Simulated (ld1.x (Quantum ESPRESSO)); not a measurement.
**Before and after: TM potential for Sc**

ld1.x (Quantum ESPRESSO) 7.5 input, shortened:

```
&input
   title='Sc', zed=21., rel=1, dft='PBESOL', iswitch=3,
   config='[Ar] 3d1 4s0 4p0'
 /
 &inputp
   pseudotype=2, tm=.true., lloc=1,
   nlcc=.true., new_core_ps=.true.
 /
3
4S  1  0   0.00   0.00  2.45  2.45  0.0
3D  3  2   1.00   0.00  1.50  1.50  0.0
4P  2  1   0.00   0.00  2.90  2.90  0.0
 &test
   configts(1)='3d1 4s0 4p0'
 /
```

Change: wave 4p (bound): rc 2.90 bohr becomes 4p (bound): rc 2.06 bohr.

Cutoffs: the cutoffs (Ry, on a coarse ladder) from which the occupation-weighted sum of valence levels, in a spherical-Bessel basis at the reference potential, stays within 10 and 1 mRy of its value at 400 Ry; they do not see the model core or the augmentation charge, which bear on the density cutoff. Errors are all-electron minus pseudo energies relative to the spin-unpolarised reference configuration.

What does the change do?

The potential gets neither clearly harder nor softer (70 Ry and 90 Ry → 70 Ry and 90 Ry); both files keep a bound ghost (s); of the 7 tests that both files solve, the error grows in 1 and shrinks in 5 by more than 15 % and 0.3 meV (median size 243.9 → 20.8 meV).

```csv
quantity,base,changed
"cutoff, loose",70 Ry,70 Ry
"cutoff, tight",90 Ry,90 Ry
bound ghosts,s,s
"error for 3d1 4s2 4p0, meV [ΔE -19.55 eV]",-244,-9.9
"error for 3d1 4s1 4p0, meV [ΔE -12.65 eV]",-60,-7.8
"error for 3d1 4s1.5 4p0, meV [ΔE -16.80 eV]",-143,-9.9
"error for 3d0 4s2 4p1, meV [ΔE -16.07 eV]",-475,-328
"error for 3d2 4s1 4p0, meV [ΔE -17.89 eV]",-515,-201
"error for 3d1 4s0 4p1, meV [ΔE -9.23 eV]",+1.6,+21
"error for 3d0 4s2 4p0, meV [ΔE -11.16 eV]",-449,-430
```

 A true bound ghost makes a file unfit for plane-wave use even where its test errors are small: the radial tests pick states by their node count and pass the ghost by.
